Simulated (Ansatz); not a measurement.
Mulliken charges of C$_{4}$H$_{2}$F$_{4}$, SMILES `FCC#CC(F)(F)F` from ωB97M-V/def2-TZVPP in Ansatz (PBE0-D4/def2-TZVP geometry).

| atom | x (Å) | y (Å) | z (Å) | charge (e) |
| --- | --- | --- | --- | --- |
| F1 | 1.881 | -1.588 | 1.494 | -0.203 |
| C2 | 1.789 | -0.298 | 1.026 | 0.025 |
| C3 | 0.543 | -0.090 | 0.307 | 0.045 |
| C4 | -0.479 | 0.098 | -0.288 | -0.138 |
| C5 | -1.725 | 0.328 | -1.013 | 0.478 |
| F6 | -2.788 | 0.162 | -0.223 | -0.148 |
| F7 | -1.852 | -0.514 | -2.042 | -0.148 |
| F8 | -1.770 | 1.572 | -1.498 | -0.150 |
| H9 | 1.846 | 0.386 | 1.878 | 0.119 |
| H10 | 2.638 | -0.108 | 0.362 | 0.119 |

Question: By hand: the dipole of these point charges (1 e Å = 4.8032 D).

Answer: Σ q r = (0.415, 0.304, 0.118) e Å, of length 0.528 e Å = 2.54 D.

Question: How does the dipole of the full density compare? (Estimate.)

Answer: Ansatz gave: (0.440, 0.248, 0.149) e Å, 2.53 D; the point charges give 1.00 times that, at 7° from its direction.

Point charges leave out the atoms' own dipoles, such as those of lone pairs, and Mulliken's split depends on the basis, so the close match here is no proof of good charges.
